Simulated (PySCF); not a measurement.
Run record: geometry optimisation, VIF3, `[F][V]([F])([F])[I]` [radical].

Method: PBE0-D3(BJ)/def2-SVP geometry optimisation, gas phase, def2 core potentials past Kr (PySCF 2.14.0). Start geometry: GFN2-xTB. The input is one job of a driver script: a line of settings, then coordinates in Å.

Command:
```bash
OMP_NUM_THREADS=1 python probes_run.py task.json out
```

Input:
```
{"job": {"xc": "PBE0", "basis": "def2-SVP", "d3": "d3bj", "grid": 1, "maxiter": 40, "shake": 0.03, "kind": "geom"}, "charge": 0, "multiplicity": 2}
V      0.141520    -0.214050    -0.318580
I      0.032310    -0.101150     2.199550
F      1.564530     0.203190    -0.605560
F     -0.666440     1.326500    -0.721350
F     -0.997070    -1.324970    -0.616180
```

Output:
```
step   0  E = -1540.53633506  max force = 0.207056
step   1  E = -1540.57538567  max force = 0.066244
step   2  E = -1540.57991853  max force = 0.036044
step   3  E = -1540.58328689  max force = 0.034143
step   4  E = -1540.58686533  max force = 0.009011
step   5  E = -1540.58782904  max force = 0.006461
step   6  E = -1540.58812602  max force = 0.003298
step   7  E = -1540.58815971  max force = 0.000711
step   8  E = -1540.58816283  max force = 0.000405
optimisation converged
```

Energies in Eh; «max force» is the largest Cartesian gradient component in Eh/bohr.

How much energy does the optimisation release, in kcal/mol?

E(step 0) − E(last step) = 0.051828 Eh, which is 32.5 kcal/mol.

Give the first gradient maximum in eV/Å.

With 1 Eh/bohr = 51.422 eV/Å, 10.647 eV/Å.

In short: final energy -1540.58816 Eh after 8 steps; dipole 0.65 D.

Give the final coordinates.

0.151 Å rms from the input after alignment:
```
atom  x, y, z in Å
V1     0.0433   -0.0697   -0.2106
I2     0.0139   -0.0746    2.3012
F3     1.6665    0.0661   -0.6816
F4    -0.7396    1.3443   -0.7517
F5    -0.9093   -1.3766   -0.7194
```

The run took 2.4 min wall on one thread, Intel Xeon Platinum 8488C (x86_64) (shared host), and the process peaked at 0.45 GiB of memory.
Labels such as C1 count atoms from 1, the log's own numbers from 0.
